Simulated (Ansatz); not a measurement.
The cluster Y₃O₃⁺, 6 atoms. Hardware: 4 threads of Arm Neoverse V1 on a shared host.

In the def2 sets Y takes a core potential; there is no spin–orbit coupling. Correlated methods freeze 3 core orbitals; core or outer-core shells of Y are correlated, in sets that lack core-valence functions.

(1) How many basis functions does each of these Ansatz runs have, and roughly what does it cost? ωB97M-V/def2-TZVP, charge 1 singlet, energy, from earlier orbitals; PBE-D4/def2-SVP, charge 1 singlet, energy, from earlier orbitals; r2SCAN-D4/def2-SVP, charge 1 singlet, relaxation, 14 steps; HSE06-D4/def2-TZVP, charge 1 singlet, energy, from earlier orbitals; PBE0-D4/def2-TZVP, charge 1 singlet, energy, from earlier orbitals; HF/STO-3G, charge 1 singlet, energy; CCSD(T)/def2-SVP, charge 1 singlet, energy, from earlier orbitals; MP2/def2-TZVP, charge 1 singlet, energy, from earlier orbitals; PBE0-D4/def2-SVP, charge 1 singlet, energy, from earlier orbitals; B2PLYP/def2-TZVP, charge 1 singlet, energy, from earlier orbitals; PBE-D4/def2-TZVP, charge 1 singlet, energy and forces, from earlier orbitals; PBE-D4/def2-SVP, charge 1 singlet, energy with a search over starts.

Results:

(1) Other jobs shared the machine, so times can vary by a factor of up to 3. A dash marks memory too small to be measured apart from the calling script's.

```csv
run,functions,fitting or Cholesky vectors,wall time,peak host memory (GiB)
"HF/STO-3G, charge 1 singlet, energy",96,1170,1.9 s,–
"PBE-D4/def2-SVP, charge 1 singlet, energy, from earlier orbitals",135,1296,2.4 s,–
"PBE0-D4/def2-SVP, charge 1 singlet, energy, from earlier orbitals",135,1461,2.9 s,–
"PBE-D4/def2-TZVP, charge 1 singlet, energy and forces, from earlier orbitals",213,1461,4.3 s,–
"HSE06-D4/def2-TZVP, charge 1 singlet, energy, from earlier orbitals",213,1599,4.6 s,0.67
"MP2/def2-TZVP, charge 1 singlet, energy, from earlier orbitals",213,1685,6 s,0.61
"PBE0-D4/def2-TZVP, charge 1 singlet, energy, from earlier orbitals",213,1599,6.5 s,0.69
"PBE-D4/def2-SVP, charge 1 singlet, energy with a search over starts",135,1296,7 s,–
"B2PLYP/def2-TZVP, charge 1 singlet, energy, from earlier orbitals",213,1685,10 s,0.66
"ωB97M-V/def2-TZVP, charge 1 singlet, energy, from earlier orbitals",213,1500,20 s,0.88
"CCSD(T)/def2-SVP, charge 1 singlet, energy, from earlier orbitals",135,1326,64 s,1.3
"r2SCAN-D4/def2-SVP, charge 1 singlet, relaxation, 14 steps",135,1296,70 s,–
```
